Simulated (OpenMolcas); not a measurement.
**Yb⁴⁺: CASPT2 settings compared**

- Program: OpenMolcas 26.06
- Basis: ANO-RCC-VQZP [9s8p6d4f3g2h]
- Scalar Hamiltonian: X2C, point nucleus
- Active space: 12 electrons in 7 orbitals (4f)
- State averaging: 2S+1 = 3 even, 21 roots (18 in the spin-orbit step); 2S+1 = 1 even, 28 roots (14 in the spin-orbit step)
- Spin-orbit coupling: state interaction with AMFI integrals over the reference wave functions, term energies averaged over their components

Methods on the same reference wave functions:
A. CASSCF
B. SS-CASPT2, IPEA 0.2 Eh, imaginary shift 0.1 Eh (closed shells correlated: none)
C. SS-CASPT2, IPEA 0.2 Eh, sigma1 regulariser 0.2 Eh (closed shells correlated: 5s 5p)
D. XMS-CASPT2, IPEA 0 Eh, imaginary shift 0.25 Eh (closed shells correlated: 5s 5p)

Energies in cm-1 above 4f12 3H6, the measured ground level; measured values from the list in Tchang-Brillet, Wyart, Meftah and Ait Mammar, Atoms 6, 52 (2018).

| Level | A | B | C | D | Measured |
| --- | --- | --- | --- | --- | --- |
| 4f12 3H6 | 0.0 | 0.0 | 0.0 | 0.0 | 0.0 |
| 4f12 3F4 [55 %] | 6965 | 6410 | 6010 | 6200 |  |
| 4f12 3H5 | 9387 | 9390 | 9390 | 9390 | 9580 |
| 4f12 3H4 [57 %] | 14897 | 14610 | 14400 | 14500 | 14405 |
| 4f12 3F3 | 17987 | 17210 | 16550 | 16900 | 16372 |
| 4f12 3F2 | 19531 | 18610 | 17800 | 18080 | 16877 |
| 4f12 1G4 [55 %] | 24751 | 24460 | 24390 | 24390 |  |

Deviations, from unrounded energies. A percentage is the sum of absolute deviations over the sum of measured energies, with the sign that they share, or ± where signs differ.

| Against measurement | Levels | A | B | C | D |
| --- | --- | --- | --- | --- | --- |
| mean absolute deviation (cm-1) | 4 | 1200 | 740 | 320 | 500 |
| fine structure of the ground term (%) | 2 | ±2.9 | ±1.6 | -0.8 | ±1.2 |
| other terms of the ground configuration (%) | 2 | +12.8 | +7.7 | +3.3 | +5.2 |

C lies closest to measurement on these levels and A furthest from it. The largest miss of C in the table is 4f12 3F2, by +920 cm-1. The ranking rests on the paired levels alone, and a cruder setting can come out closer through cancelling errors.

Among B to D the level of the table that moves most is 4f12 3F2, by 810 cm-1 (lowest in C, highest in B). Moves below CASPT2's spread within the term are not significant.

The mean deviations of B to D differ by less than CASPT2's widest spread within a term (550 cm-1), so their order carries little weight.

From A to B the spin-free energies of the other terms of 4f12 shown, above 3H, scale by factors of 0.91 to 0.96, as is usual when dynamic correlation screens the repulsion within a d or f shell.

The lowest spin-free term lies below A's lowest term by 0.411 hartree in B, 0.896 hartree in C, 0.902 hartree in D.

CASPT2 does not keep the components of a term degenerate, so their means are used; among the terms shown or strongly mixed into the levels shown the widest spread is 550 cm-1 (4f12 1G, C). Some high roots are left out of the spin-orbit mixing, which shifts the levels that they would mix with. Without dynamic correlation excited terms often stand tens of per cent too high (terms of higher spin than the ground term too low), and those without a measured partner can miss by more than the paired ones (holds for A). Computed and measured levels are paired by configuration, term and J; levels that our copy of the source lacks, or whose pairing is in doubt (as where it misses far off the trend of its configuration), stay unpaired and out of the deviations. Levels of configurations outside the active space are missing. Levels that lie high or do not pair safely by name in every column are left out.

A share in square brackets marks a mixed level and gives the weight of the term that names it, the lowest over the columns.
